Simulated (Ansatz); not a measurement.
Pulling on the C5–H7 bond in C2H5Al (SMILES C=[CH][AlH2]) (multiplicity 1 held, fragments rigid). Energies count from the point at 1.087 Å.
Geometry at that point (charge 0, multiplicity 1):
```xyz
8

Al    -0.136     0.163     1.163
H     -0.815     1.591     1.218
H      0.178    -0.644     2.486
C      0.292    -0.552    -0.590
C      0.018     0.145    -1.699
H      0.759    -1.526    -0.730
H      0.242    -0.220    -2.698
H     -0.448     1.126    -1.658
```

Signs of static correlation in cc-pV(T+d)Z, with CASSCF(2,2), from Ansatz (an electronic-structure program) runs.

```tsv
R (Å)	T1 of restricted CCSD	⟨S²⟩ of UHF	largest double amplitude of restricted CCSD	weight of the CASSCF reference in MRCISD	CASSCF natural occupations
0.870	0.011	0.000	0.090	0.879	1.99 0.01
0.979	0.011	0.000	0.089	0.879	1.99 0.01
1.087	0.011	0.000	0.089	0.879	1.98 0.02
1.196	0.011	0.000	0.089	0.878	1.98 0.02
1.305	0.011	0.000	0.089	0.878	1.97 0.03
1.468	0.012	0.000	0.089	0.877	1.94 0.06
1.631	0.013	0.160	0.089	0.877	1.91 0.09
1.903	0.017	0.752	0.151	0.876	1.83 0.17
2.175	0.023	…	0.254	0.876	1.71 0.29
2.501	0.034	1.141	…	0.876	1.54 0.46
2.936	0.051	1.199	0.546	0.876	1.32 0.68
3.480	0.068	1.217	0.713	0.876	1.15 0.85
```

Q: Fill in the missing entries.

A: 
- 2.175, ⟨S²⟩ of UHF: 1.013
- 2.501, largest double amplitude of restricted CCSD: 0.381

Doubts at one or more of the structures used: a restricted determinant that unrestricted orbitals would lower (R-CCSD(T)/cc-pV(T+d)Z); other coupled-cluster roots lie near (R-CCSD(T)/cc-pV(T+d)Z); T1 above 0.05 (R-CCSD(T)/cc-pV(T+d)Z, U-CCSD(T)/cc-pV(T+d)Z); a spin-contaminated determinant (U-CCSD(T)/cc-pV(T+d)Z); the program's own flag: large difference (U-CCSD(T)/cc-pV(T+d)Z).
